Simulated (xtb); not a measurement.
xtb input:

```bash
xtb mol.xyz --gfn 1 --sp --chrg 1 --uhf 0
```
mol.xyz:
```
5

F      1.00312475    -0.21259832     1.66046507
C      0.82365139    -0.30798279     0.44756352
C     -0.29770210     0.08564303    -0.33800353
F     -0.23531034     1.15498915    -1.00873377
F     -1.11844727    -0.79416432    -0.72477130
```

Predict the final energy.

-18.93346 Eh (GFN1-xTB).
